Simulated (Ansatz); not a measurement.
Steps of a relaxation of C3H8ClNOSi (`C=C[Si](N)(Cl)OC`) with RKS PBE0-D4/def2-TZVP.

```sh
$ ansatz run in.yaml --threads 2 --pin off --events-out ev --progress --plain --max-ram 32768MiB --backend cuda --devices 0, --max-vram 18GiB
```

```yaml
crystal:
  periodic: [false, false, false]
  atoms:
    - {symbol: C, position_ang: [-1.153620, 2.421620, -0.968530]}
    - {symbol: C, position_ang: [-0.148190, 1.680440, -0.531780]}
    - {symbol: Si, position_ang: [-0.287880, -0.138200, -0.070700]}
    - {symbol: N, position_ang: [-0.112160, -1.316920, -1.324220]}
    - {symbol: Cl, position_ang: [-2.108610, -0.555020, 0.713590]}
    - {symbol: O, position_ang: [0.907380, -0.298270, 1.012120]}
    - {symbol: C, position_ang: [1.264330, -1.420950, 1.770960]}
    - {symbol: H, position_ang: [-1.032980, 3.458820, -1.240720]}
    - {symbol: H, position_ang: [-2.150990, 2.023320, -1.064340]}
    - {symbol: H, position_ang: [0.830150, 2.134940, -0.446730]}
    - {symbol: H, position_ang: [-0.869200, -1.474750, -1.968960]}
    - {symbol: H, position_ang: [0.771780, -1.386910, -1.802000]}
    - {symbol: H, position_ang: [2.159210, -1.164950, 2.338400]}
    - {symbol: H, position_ang: [1.470980, -2.274890, 1.123660]}
    - {symbol: H, position_ang: [0.459800, -1.688270, 2.459240]}
basis:
  gaussian: {orbitals: def2-TZVP}
hamiltonian: {xc: pbe0, dispersion: d4}
relax: {f_tol: 0.005, max_steps: 150}
```

Positions (Å) and forces (eV/Å) along the path, 10 of 22 steps:

```xyz
15
step=1 energy=-27170.1935 eV
C    -1.154    2.422   -0.969   -0.071    0.038   -0.014
C    -0.148    1.680   -0.532   -0.145   -0.800    0.130
Si   -0.288   -0.138   -0.071    0.673    0.321   -0.808
N    -0.112   -1.317   -1.324    0.063    0.369    0.388
Cl   -2.109   -0.555    0.714   -0.589   -0.013    0.230
O     0.907   -0.298    1.012    0.068    0.215   -0.062
C     1.264   -1.421    1.771   -0.065   -0.070   -0.037
H    -1.033    3.459   -1.241    0.051    0.250   -0.066
H    -2.151    2.023   -1.064   -0.296   -0.100   -0.007
H     0.830    2.135   -0.447    0.235    0.045    0.035
H    -0.869   -1.475   -1.969   -0.090   -0.031    0.057
H     0.772   -1.387   -1.802    0.085    0.048   -0.021
H     2.159   -1.165    2.338    0.018   -0.080    0.053
H     1.471   -2.275    1.124    0.061   -0.129    0.018
H     0.460   -1.688    2.459    0.001   -0.063    0.104
15
step=2 energy=-27170.2408 eV
C    -1.173    2.415   -0.967   -0.036   -0.004    0.053
C    -0.152    1.675   -0.551   -0.057   -0.337    0.053
Si   -0.260   -0.125   -0.078    0.078    0.126   -0.340
N    -0.074   -1.300   -1.320   -0.033    0.197    0.167
Cl   -2.127   -0.493    0.710   -0.020   -0.033   -0.014
O     0.928   -0.300    1.013    0.045    0.084    0.051
C     1.256   -1.437    1.773   -0.035   -0.068   -0.016
H    -1.054    3.452   -1.262    0.019    0.054   -0.005
H    -2.184    2.022   -1.013   -0.020   -0.028   -0.018
H     0.834    2.130   -0.494    0.066    0.035   -0.050
H    -0.849   -1.499   -1.935    0.023   -0.012    0.085
H     0.800   -1.337   -1.823   -0.021    0.020    0.026
H     2.156   -1.210    2.347    0.000   -0.013    0.004
H     1.450   -2.303    1.133    0.001   -0.020   -0.015
H     0.449   -1.690    2.467   -0.009    0.000    0.017
15
step=4 energy=-27170.2542 eV
C    -1.191    2.413   -0.939   -0.142   -0.023    0.265
C    -0.136    1.671   -0.604    0.057    0.262   -0.094
Si   -0.219   -0.095   -0.099   -0.171   -0.185    0.216
N    -0.016   -1.289   -1.295   -0.025   -0.090   -0.254
Cl   -2.105   -0.480    0.663    0.062    0.012   -0.029
O     0.941   -0.275    1.024    0.062    0.067    0.113
C     1.221   -1.442    1.767   -0.008   -0.029   -0.022
H    -1.090    3.452   -1.248   -0.007   -0.084   -0.025
H    -2.214    2.032   -0.853    0.321    0.066   -0.121
H     0.860    2.125   -0.647   -0.175   -0.056   -0.076
H    -0.806   -1.568   -1.861    0.142    0.024    0.089
H     0.842   -1.302   -1.828   -0.071   -0.037   -0.002
H     2.119   -1.258    2.362   -0.030    0.011   -0.032
H     1.398   -2.302    1.113   -0.024    0.040    0.001
H     0.395   -1.682    2.445    0.008    0.022   -0.028
15
step=6 energy=-27170.2708 eV
C    -1.197    2.429   -0.877    0.049   -0.074   -0.015
C    -0.132    1.668   -0.636   -0.031    0.028   -0.016
Si   -0.205   -0.098   -0.099   -0.092    0.060   -0.043
N     0.031   -1.293   -1.295    0.014   -0.004   -0.029
Cl   -2.092   -0.499    0.639    0.023    0.000   -0.014
O     0.937   -0.241    1.048    0.013   -0.011    0.043
C     1.191   -1.430    1.765    0.025   -0.054    0.032
H    -1.107    3.450   -1.238   -0.006    0.000    0.036
H    -2.207    2.056   -0.725    0.061    0.041    0.002
H     0.861    2.093   -0.795   -0.069    0.002   -0.015
H    -0.754   -1.613   -1.840    0.015   -0.009    0.023
H     0.881   -1.298   -1.836   -0.004   -0.007   -0.001
H     2.092   -1.281    2.363   -0.012    0.000   -0.016
H     1.343   -2.278    1.089    0.002    0.016    0.014
H     0.358   -1.665    2.436    0.014    0.012   -0.001
15
step=9 energy=-27170.2766 eV
C    -1.191    2.454   -0.811    0.095   -0.073    0.008
C    -0.136    1.650   -0.689   -0.297    0.006    0.044
Si   -0.214   -0.109   -0.134    0.079    0.005    0.017
N     0.086   -1.309   -1.311   -0.095   -0.010   -0.006
Cl   -2.115   -0.533    0.549    0.018    0.003   -0.022
O     0.889   -0.224    1.060   -0.031   -0.013   -0.026
C     1.162   -1.410    1.775    0.010   -0.019    0.012
H    -1.096    3.474   -1.173    0.000    0.012    0.016
H    -2.193    2.125   -0.550    0.034   -0.003   -0.017
H     0.841    2.043   -0.950    0.138    0.054   -0.057
H    -0.686   -1.707   -1.822    0.052    0.012    0.021
H     0.931   -1.298   -1.859    0.004    0.009    0.008
H     2.085   -1.263    2.338   -0.014    0.005   -0.010
H     1.285   -2.263    1.101   -0.004    0.013    0.010
H     0.352   -1.632    2.477    0.012   -0.001    0.002
15
step=11 energy=-27170.2779 eV
C    -1.191    2.459   -0.798    0.044   -0.041   -0.025
C    -0.142    1.647   -0.698   -0.063    0.031    0.001
Si   -0.214   -0.112   -0.140    0.010    0.001    0.013
N     0.092   -1.312   -1.313   -0.033   -0.005   -0.006
Cl   -2.117   -0.545    0.533    0.004    0.013   -0.014
O     0.880   -0.222    1.060   -0.017   -0.003   -0.031
C     1.157   -1.406    1.778    0.020   -0.007    0.011
H    -1.094    3.481   -1.154    0.002    0.003    0.006
H    -2.192    2.135   -0.531    0.020   -0.002    0.017
H     0.837    2.033   -0.980   -0.014    0.004    0.008
H    -0.671   -1.711   -1.835    0.012    0.004    0.015
H     0.944   -1.302   -1.850    0.022    0.002   -0.005
H     2.092   -1.264    2.320    0.010    0.003    0.007
H     1.258   -2.265    1.109   -0.001   -0.008   -0.013
H     0.361   -1.616    2.498   -0.015    0.003    0.015
15
step=12 energy=-27170.2776 eV rejected
C    -1.192    2.458   -0.796    0.011    0.042    0.100
C    -0.146    1.643   -0.706    0.084    0.030   -0.032
Si   -0.213   -0.114   -0.148   -0.002   -0.010    0.009
N     0.098   -1.317   -1.318    0.002    0.007    0.003
Cl   -2.122   -0.541    0.509   -0.006   -0.009    0.011
O     0.876   -0.224    1.058   -0.030    0.007   -0.031
C     1.154   -1.403    1.782    0.006    0.000    0.007
H    -1.094    3.485   -1.137   -0.003   -0.018   -0.031
H    -2.188    2.142   -0.499    0.001   -0.020   -0.042
H     0.834    2.031   -0.996   -0.073   -0.028    0.008
H    -0.663   -1.723   -1.836   -0.003    0.001    0.002
H     0.951   -1.307   -1.854    0.010   -0.002    0.001
H     2.094   -1.259    2.316    0.004   -0.002    0.002
H     1.249   -2.267    1.117    0.000   -0.005   -0.005
H     0.363   -1.605    2.510   -0.002    0.006   -0.003
15
step=17 energy=-27170.2785 eV
C    -1.192    2.462   -0.784   -0.005    0.003    0.003
C    -0.147    1.643   -0.706    0.006   -0.001   -0.002
Si   -0.216   -0.116   -0.151   -0.009    0.002   -0.003
N     0.100   -1.315   -1.321    0.009   -0.001   -0.005
Cl   -2.125   -0.545    0.507    0.004    0.001   -0.002
O     0.873   -0.225    1.052    0.004    0.002    0.006
C     1.152   -1.402    1.781    0.000   -0.002    0.002
H    -1.096    3.485   -1.136    0.000    0.000    0.000
H    -2.187    2.142   -0.492    0.001   -0.001   -0.002
H     0.829    2.027   -1.005   -0.003   -0.002    0.000
H    -0.654   -1.714   -1.855   -0.003    0.001    0.001
H     0.966   -1.317   -1.836   -0.004   -0.001    0.002
H     2.102   -1.263    2.299   -0.002   -0.002   -0.001
H     1.227   -2.273    1.123   -0.001    0.002    0.001
H     0.370   -1.588    2.524    0.003    0.000   -0.001
15
step=18 energy=-27170.2785 eV
C    -1.192    2.461   -0.782    0.001   -0.001    0.002
C    -0.147    1.644   -0.707   -0.005    0.000    0.000
Si   -0.215   -0.116   -0.152   -0.004    0.000   -0.004
N     0.101   -1.315   -1.322    0.003    0.000   -0.002
Cl   -2.124   -0.546    0.505    0.003    0.001   -0.001
O     0.874   -0.225    1.052    0.003    0.002    0.005
C     1.151   -1.401    1.782    0.002   -0.003    0.002
H    -1.097    3.485   -1.134   -0.001    0.001    0.000
H    -2.187    2.141   -0.489    0.001    0.001   -0.002
H     0.828    2.028   -1.008    0.002    0.000   -0.001
H    -0.653   -1.714   -1.857   -0.001    0.001    0.001
H     0.968   -1.319   -1.835   -0.002   -0.001    0.001
H     2.104   -1.266    2.296   -0.003   -0.001   -0.001
H     1.220   -2.274    1.125   -0.001    0.002    0.002
H     0.371   -1.583    2.527    0.003    0.000   -0.001
15
step=22 energy=-27170.2785 eV
C    -1.193    2.461   -0.783    0.001    0.000   -0.002
C    -0.147    1.644   -0.707    0.001    0.001    0.001
Si   -0.214   -0.115   -0.152    0.001    0.000    0.001
N     0.103   -1.315   -1.322   -0.001    0.001    0.001
Cl   -2.123   -0.547    0.504   -0.001    0.000    0.000
O     0.874   -0.224    1.053   -0.001    0.001   -0.001
C     1.150   -1.402    1.782    0.000   -0.001    0.000
H    -1.099    3.485   -1.134    0.000    0.000    0.001
H    -2.188    2.140   -0.491    0.000    0.000    0.000
H     0.828    2.029   -1.007   -0.001    0.000    0.000
H    -0.651   -1.713   -1.856    0.000    0.000    0.000
H     0.970   -1.319   -1.835    0.001    0.000   -0.001
H     2.107   -1.271    2.290    0.001    0.000    0.000
H     1.211   -2.275    1.125    0.000    0.000    0.000
H     0.374   -1.580    2.532   -0.001    0.000    0.000
```

Run time 64 s (2 threads of an AMD EPYC 7R13 on a shared host and a share of an NVIDIA H100 80 GB); peak host memory 0.92 GiB.
